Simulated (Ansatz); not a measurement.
`[F][Ga]([F])[SeH]` + `OPO` → `OP(O)[SeH]` + `[F][GaH][F]`  (ligand exchange at the Se–Ga bond)

Isolated molecules relaxed with PBE0-D4/def2-TZVP in Ansatz; ΔE leaves out vibrations. CCSD(T)/CBS is the MP2 limit (def2-TZVPP, def2-QZVPP) plus CCSD(T) − MP2 in def2-TZVPP, frozen cores. DFT in def2-TZVPP. For Ga, Se outer-core shells are correlated without core-valence functions, which leaves a few kJ/mol of doubt a bond. Scalar relativity is left out up to krypton. Each species was taken in one conformer, which may not be the lowest.

```
             level  ΔE (kJ/mol)
           BLYP-D4         52.2
           ωB97M-V         63.6
         CAM-B3LYP         67.8
SCS-MP2/def2-TZVPP         74.2
```

(1) What does CCSD(T)/CBS give? (An estimate is asked.)

(2) What do rigid-rotor, harmonic-oscillator terms from PBE0-D4/def2-TZVP frequencies (298.15 K, 1 bar) make of the CCSD(T)/CBS value? (Estimate.)

Largest T1 diagnostic among the species: 0.015.

Answers

(1) Ansatz gave: +67.8 kJ/mol. The listed levels differ from it by -15.6, -4.2, 0.0, 6.4 kJ/mol.

(2) Computed: ΔZPE = -7.6 kJ/mol, ΔH = +61.3 kJ/mol, ΔS = 4 J/(mol·K), ΔG = +60.2 kJ/mol.

Leaving LDA and LC-ωPBE aside and taking each functional with its dispersion term where it has one, the values, not all of them listed here, spread over 22.0 kJ/mol, from revPBE-D4 to BHLYP-D4. LDA lies −7.3 kJ/mol from PBE without D4. From PBE to PBE0 (25 % exact exchange), in def2-TZVPP and without D4, ΔE moves by +8.6 kJ/mol. The D4 term adds −4.5 kJ/mol with B3LYP and −2.3 kJ/mol with PBE0; it sums over pairs of atoms, weighted by their polarisabilities, and B3LYP, whose exchange is more repulsive, gets the larger term.

B3LYP here is the variant with VWN-RPA as its local correlation; programs differ in this.
